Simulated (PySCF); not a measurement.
Al(All)(Cl)2, SMILES C=C[CH2][Al]([Cl])[Cl], B3LYP/def2-SVP optimised geometry. Atoms within 1.6 Å of the plane z = 0.0 Å (x, y, z in Å): Al1 (-0.02, 0.28, 0.00), C2 (-1.04, -1.39, 0.12), C3 (-0.91, -1.79, 1.56), H5 (-0.62, -2.15, -0.56), H6 (-2.08, -1.19, -0.17), Cl10 (2.08, 0.28, 0.00), Cl11 (-0.99, 2.15, 0.00).

Method: B3LYP/def2-TZVP in PySCF 2.14.0. Cells within 0.4 Å of a nucleus heavier than hydrogen are left out (blank, or x).

Map of the HOMO−1 amplitude (bohr^(-3/2)) on the plane z = 0.0 Å; orbital energy -8.84 eV, overall sign arbitrary:

```
|5555555555554444455555555555555|
|5555555555544444444555555555555|
|5555555555544444444455555555555|
|5555555555544444444455555555555|
|5555555555544334444455555555555|
|5555555556543233444455555555555|
|5555555566652112344455555555555|
|55555556788xx002344555555555555|
|55555556789xxx02344555555555555|
|555555567898x212345556665555555|
|5555555667875333445566766555555|
|5555555566765444455678876655555|
|5555555556665544456789987655555|
|555555555555554x556688x76555555|
|55555555555555xxx5556xxx4444455|
|55555555555555xx444432x12344445|
|5555555555555554444320002344445|
|5555554444445554444321112344445|
|5555544444445554444433233444445|
|55555444444xx555444443334444445|
|55555444444xx555544444444444445|
|5555544444455555544444444444455|
|5555554444555555554444444444555|
|5555555445555555555444444455555|
|5555555555555555555555555555555|
|5555555555555555555555555555555|
|5555555555555555555555555555555|
|5555555555555555555555555555555|
|5555555555555555555555555555555|
|5555555555555555555555555555555|
|5555555555555555555555555555555|
```
Scale: ten equal steps from -0.213 (start of '0') to 0.206 (end of '9'), in the order '0123456789'; x runs from -4.50 to 4.50, y from -4.50 (bottom) to 4.50 (top).
